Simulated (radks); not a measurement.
The numbers below are computed, except where a source is named.
Isoelectronic series with 15 electrons, each ion in its NIST ground configuration. Code: a radial shooting solver on a logarithmic mesh with Libxc functionals. Model: scalar-relativistic Kohn-Sham, PBE, spin-unpolarised, spherical densities, point nucleus. Total energies (hartree) and orbital eigenvalues (eV):

| ion | configuration | E (hartree) | 3p | 3s | 2p |
|---|---|---|---|---|---|
| P | [Ne] 3s2 3p3 | -341.90216 | -5.5068 | -13.9694 | -124.4934 |
| Ar3+ | [Ne] 3s2 3p3 | -526.02164 | -49.9390 | -65.5858 | -278.2003 |
| Sc6+ | [Ne] 3s2 3p3 | -752.10691 | -124.0077 | -147.0252 | -496.4533 |
| Cr9+ | [Ne] 3s2 3p3 | -1020.34594 | -226.3123 | -256.9806 | -777.5655 |
| Co12+ | [Ne] 3s2 3p3 | -1331.06057 | -356.5294 | -395.2638 | -1121.252 |
| Zn15+ | [Ne] 3s2 3p3 | -1684.65507 | -514.6035 | -561.9741 | -1527.594 |
| As18+ | [Ne] 3s2 3p3 | -2081.60533 | -700.5904 | -757.3445 | -1996.840 |
| Kr21+ | [Ne] 3s2 3p3 | -2522.45737 | -914.6074 | -981.6968 | -2529.340 |
| Mo27+ | [Ne] 3s2 3p3 | -3538.41407 | -1427.403 | -1518.992 | -3785.880 |
| Rh30+ | [Ne] 3s2 3p3 | -4114.98590 | -1726.598 | -1832.928 | -4510.969 |
| Cd33+ | [Ne] 3s2 3p3 | -4738.40452 | -2054.649 | -2177.834 | -5301.401 |
| Sb36+ | [Ne] 3s2 3p3 | -5409.62311 | -2411.833 | -2554.387 | -6157.850 |
